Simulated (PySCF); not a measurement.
C6H13OP.
SMILES with atom numbers: `[CH3:1][P@@H:2](=[O:3])[CH:4]1[CH2:5][CH2:6][CH2:7][CH2:8]1` (hydrogens: H9, H10, H11 on C1; H12 on P2; H13 on C4; H14, H15 on C5; H16, H17 on C6; H18, H19 on C7; H20, H21 on C8)

The same species was optimised twice, with GFN2-xTB and with PBE0-D3(BJ)/def2-SVP (PySCF), and the same property calculations (PySCF, gas phase) were run on both structures.

```csv
coordinate,GFN2-xTB,PBE0-D3(BJ)/def2-SVP,change
P2=O3 (Å),1.465,1.497,+0.032
C1–P2 (Å),1.828,1.815,-0.013
C4–C5 (Å),1.528,1.539,+0.011
C4–C8 (Å),1.522,1.531,+0.009
C5–C6 (Å),1.541,1.548,+0.007
P2–C4 (Å),1.843,1.838,-0.005
C7–C8 (Å),1.522,1.526,+0.004
C6–C7 (Å),1.534,1.537,+0.003
C1–P2–O3 (°),113.3,115.3,+2.0
C4–C8–C7 (°),101.6,102.9,+1.3
P2–C4–C5 (°),110.7,111.9,+1.2
P2–C4–C8 (°),108.4,109.7,+1.3
C1–P2–C4 (°),105.8,105.2,-0.6
C4–C5–C6 (°),105.1,105.6,+0.5
O3–P2–C4 (°),115.3,114.8,-0.5
C6–C7–C8 (°),104.3,104.7,+0.4
C1–P2–C4–C5 (°),82,81,-1
```

Rotational constants: A = 2973, B = 1299, C = 1080 MHz (GFN2-xTB) against A = 2953, B = 1265, C = 1045 MHz (PBE0-D3(BJ)/def2-SVP). Point groups within 0.08 Å: C1 and C1.

On the GFN2-xTB structure: HOMO (eV) -7.50 [PBE0/pcSseg-1]; LUMO (eV) 1.02 [PBE0/pcSseg-1]; dipole (D) 3.96 [PBE0/pcSseg-1]; GIAO shielding of C1 (ppm) 171.7 [PBE0/pcSseg-1]; GIAO shielding of P2 (ppm) 317.6 [PBE0/pcSseg-1]; GIAO shielding of O3 (ppm) 241.3 [PBE0/pcSseg-1]; GIAO shielding of C4 (ppm) 142.6 [PBE0/pcSseg-1]; GIAO shielding of C5 (ppm) 161.7 [PBE0/pcSseg-1]; GIAO shielding of C6 (ppm) 161.2 [PBE0/pcSseg-1]; GIAO shielding of C7 (ppm) 158.6 [PBE0/pcSseg-1]; GIAO shielding of C8 (ppm) 157.4 [PBE0/pcSseg-1].

Problem. What do these properties become on the PBE0-D3(BJ)/def2-SVP structure?

Solution. 
```csv
property,level,on GFN2-xTB,on PBE0-D3(BJ)/def2-SVP,change
HOMO (eV),PBE0/pcSseg-1,-7.50,-7.44,+0.06
LUMO (eV),PBE0/pcSseg-1,1.02,0.93,-0.09
dipole (D),PBE0/pcSseg-1,3.96,4.11,+0.15
"energy, GFN2-xTB geometry as zero (kcal/mol)",PBE0/pcSseg-1,0.0,-2.3,-2.3
GIAO shielding of C1 (ppm),PBE0/pcSseg-1,171.7,170.1,-1.6
GIAO shielding of P2 (ppm),PBE0/pcSseg-1,317.6,308.6,-9.0
GIAO shielding of O3 (ppm),PBE0/pcSseg-1,241.3,227.4,-13.9
GIAO shielding of C4 (ppm),PBE0/pcSseg-1,142.6,141.7,-0.9
GIAO shielding of C5 (ppm),PBE0/pcSseg-1,161.7,158.8,-2.9
GIAO shielding of C6 (ppm),PBE0/pcSseg-1,161.2,159.2,-2.0
GIAO shielding of C7 (ppm),PBE0/pcSseg-1,158.6,157.5,-1.1
GIAO shielding of C8 (ppm),PBE0/pcSseg-1,157.4,155.5,-1.9
```

The heavy atoms differ by 0.050 Å rms after alignment. Among bonds between heavy atoms P2=O3 changes most (+0.032 Å). Changes are differences of the printed values. Neither structure is proved a minimum here.
